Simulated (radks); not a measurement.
The numbers below are computed, except where a source is named.
The sulfur anion S2-, [Ar], held by a Watson sphere: a shell of charge +2 at radius R that stands for the Madelung well of a crystal (potential energy -2/R inside, -2/r outside, in hartree with lengths in bohr). Level of theory: scalar-relativistic Kohn-Sham, LDA (Slater exchange, VWN5 correlation), spin-unpolarised, spherical densities, finite nucleus; Fermi nuclear charge, rms radius of each element as measured or else 0.836 A^(1/3) + 0.57 fm (a radial shooting solver on a logarithmic mesh with Libxc functionals). Response by self-consistent Sternheimer equations with the Hartree and adiabatic LDA kernel, the relativistic mass of each level held fixed and spin-orbit coupling left out. The sphere does not respond.

R (bohr)  e(2p) (eV)  e(3s) (eV)  e(3p) (eV)  <r> 3p (bohr)  sum of <r^2> (bohr^2)  X-ray form factor at sin(theta)/lambda = 0.3 1/angstrom  alpha (bohr^3)
1.96         -153.48     -18.623      -8.618          2.056                  39.04                                                    9.019           22.86
3.24         -152.74     -15.252      -5.999          2.366                  50.67                                                    8.974           48.48
3.38         -152.62     -14.976      -5.742          2.394                  51.85                                                    8.979           52.60
3.4          -152.61     -14.938      -5.706          2.398                  52.02                                                    8.980           53.21
3.47         -152.55     -14.807      -5.581          2.412                  52.60                                                    8.982           55.41
3.72         -152.32     -14.368      -5.158          2.458                  54.67                                                    8.990           63.94
4.61         -151.52     -13.127      -3.895          2.604                  61.79                                                    9.006           104.7
